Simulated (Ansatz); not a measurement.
PbSe₂. Total charge 0; quintet. Geometry r2SCAN-D4/def2-TZVP.

```csv
atom,x (Å),y (Å),z (Å)
Pb1,-0.429,0.394,-1.618
Se2,1.128,0.769,0.802
Se3,-0.698,-1.163,0.816
```

In the def2 sets Pb takes a core potential; there is no spin–orbit coupling. At PBE0-D4/def2-TZVP a singlet of charge 0 lies 3.70 eV below the quintet, each at its own geometry. The structure comes from a short search, and lower isomers may exist.

(1) Estimate the α-spin orbital energies around the gap (eV) in Ansatz with PBE-D4/def2-TZVP, revPBE-D4/def2-TZVP, r2SCAN-D4/def2-TZVP, r2SCANh-D4/def2-TZVP, BHLYP-D4/def2-TZVP.

## Answers

(1) 
```tsv
orbital	PBE-D4/def2-TZVP	revPBE-D4/def2-TZVP	r2SCAN-D4/def2-TZVP	r2SCANh-D4/def2-TZVP	BHLYP-D4/def2-TZVP
HOMO−5	-7.51	-7.45	-7.94	-8.67	-10.36
HOMO−4	-7.42	-7.36	-7.84	-8.22	-9.32
HOMO−3	-6.99	-6.93	-7.22	-7.40	-8.58
HOMO−2	-6.05	-6.00	-6.45	-7.01	-8.39
HOMO−1	-4.07	-4.02	-4.37	-4.80	-6.09
HOMO	-3.98	-3.95	-4.30	-4.62	-5.56
LUMO	-3.13	-3.04	-3.02	-2.65	-1.40
LUMO+1	-2.27	-2.19	-2.04	-1.74	-0.66
LUMO+2	1.66	1.68	2.40	2.56	3.04
LUMO+3	1.87	1.91	2.60	2.71	3.06
LUMO+4	1.92	1.94	2.70	2.88	3.32
LUMO+5	2.86	2.97	3.38	3.69	4.77
β HOMO	-6.33	-6.24	-6.47	-6.73	-7.76
β LUMO	-5.92	-5.81	-5.82	-5.42	-4.11
```
